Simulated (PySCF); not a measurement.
C₄H₁₀Sn, SMILES [CH](=C)[SnH2][CH2]C.

Geometry: PBE-D3(BJ)/def2-SVP. The def2 effective core potentials stand for the cores of Sn; spin–orbit coupling is left out. One conformer was computed; it need not be the lowest.

Computed with PBE-D3(BJ)/def2-SVP (PySCF).

Frequencies are harmonic and unscaled.

```csv
mode,ν (cm⁻¹),IR (km/mol),moving atoms (share of kinetic energy)
1,33,0.0,"C 54 %, H 38 %"
2,51,0.0,"C 56 %, H 33 %, Sn 11 %"
3,93,0.4,"C 49 %, H 40 %, Sn 11 %"
4,212,1.2,"H 70 %, C 25 %"
5,219,0.4,"H 61 %, C 32 %"
6,226,0.5,"C 65 %, H 34 %"
7,351,20.0,"H 79 %, C 15 %"
8,426,9.8,"H 71 %, C 28 %"
9,469,44.2,"H 46 %, C 41 %, Sn 12 %"
10,494,33.5,"C 61 %, H 30 %, Sn 9 %"
11,548,24.7,"H 65 %, C 32 %"
12,597,158.7,"H 87 %, C 12 %"
13,677,23.8,"H 83 %, C 17 %"
14,684,68.0,H 99 %
15,926,2.4,"H 89 %, C 11 %"
16,931,29.1,"H 72 %, C 28 %"
17,942,12.6,"H 83 %, C 17 %"
18,960,6.7,"H 86 %, C 14 %"
19,999,10.9,H 94 %
20,1027,12.5,"C 74 %, H 26 %"
21,1160,11.7,"H 67 %, C 33 %"
22,1202,1.9,"H 77 %, C 23 %"
23,1210,11.7,"H 74 %, C 26 %"
24,1346,4.5,"H 82 %, C 18 %"
25,1365,7.4,"H 85 %, C 15 %"
26,1391,1.1,"H 90 %, C 10 %"
27,1423,2.0,H 97 %
28,1427,8.1,H 97 %
29,1610,1.3,"C 86 %, H 14 %"
30,1818,141.9,H 99 %
31,1833,184.9,H 99 %
32,2955,45.3,H 97 %
33,2991,8.3,H 95 %
34,3032,21.4,"H 91 %, C 9 %"
35,3035,19.5,H 95 %
36,3039,1.0,"H 91 %, C 9 %"
37,3058,21.8,"H 90 %, C 10 %"
38,3071,9.3,"H 92 %, C 8 %"
39,3126,10.9,"H 89 %, C 11 %"
```
